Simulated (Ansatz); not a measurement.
Consider the redistribution: `BN(C)[SiH2]Cl` + `[CH3][Bi]([F])[Cl]` → `BN(C)[SiH2]F` + `[CH3][Bi]([Cl])[Cl]`.

Isolated molecules relaxed with PBE0-D4/def2-TZVP in Ansatz; ΔE leaves out vibrations. CCSD(T)/CBS is the MP2 limit (def2-TZVPP, def2-QZVPP) plus CCSD(T) − MP2 in def2-TZVPP, frozen cores. def2 core potentials past Kr. For Bi outer-core shells are correlated without core-valence functions, which leaves a few kJ/mol of doubt a bond. One conformer a species, not always the lowest.

| species | CCSD/def2-TZVPP energy (Eh) |
| --- | --- |
| `BN(C)[SiH2]Cl` | -870.54454 |
| `[CH3][Bi]([F])[Cl]` | -813.29651 |
| `BN(C)[SiH2]F` | -510.57668 |
| `[CH3][Bi]([Cl])[Cl]` | -1173.29783 |

Task: Work out ΔE.

Result: ΔE = (-510.57668) + (-1173.29783) − (-870.54454) − (-813.29651) = -0.03346 Eh = -0.91 eV. CCSD(T)/CBS gives -0.85 eV.

Largest T1 diagnostic among the species: 0.014.

From PBE to PBE0 (25 % exact exchange), in def2-TZVPP and without D4, ΔE moves by −0.09 eV. In def2-TZVPP, CCSD(T) changes the Hartree–Fock value by +0.14 eV (the triples alone add +0.03 eV) and MP2 by +0.12 eV.
